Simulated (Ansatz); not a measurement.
`[CH3][W]([CH3])(=[O])=[O]`, one more setting.

```yaml
crystal:
  periodic: [false, false, false]
  atoms:
    - {symbol: C, position_ang: [-1.715176, 0.452076, 0.266411]}
    - {symbol: W, position_ang: [0.182239, 0.413058, -0.653695]}
    - {symbol: C, position_ang: [1.542089, -0.844504, 0.354934]}
    - {symbol: O, position_ang: [-0.001279, -0.155246, -2.246946]}
    - {symbol: O, position_ang: [0.812045, 1.993669, -0.662893]}
    - {symbol: H, position_ang: [-1.617423, 0.824715, 1.291804]}
    - {symbol: H, position_ang: [-2.419001, 1.097637, -0.264614]}
    - {symbol: H, position_ang: [-2.131291, -0.561175, 0.286457]}
    - {symbol: H, position_ang: [2.525303, -0.857350, -0.121659]}
    - {symbol: H, position_ang: [1.667910, -0.493861, 1.385143]}
    - {symbol: H, position_ang: [1.154574, -1.869029, 0.365057]}
basis:
  gaussian: {orbitals: def2-TZVPP, fitting: {mean_field: cc-pVTZ-jkfit}}
hamiltonian: {xc: {name: CAM-B3LYP}}
output: {forces: true}
```

```sh
$ ansatz run in.yaml --threads 4 --pin off --events-out ev --progress --plain --max-ram 10444MiB
```

It prints (some lines left out):

```
Functional definition: CAM-B3LYP
Error: <dir> the basis set cc-pVTZ-JKFIT has no functions for W
```
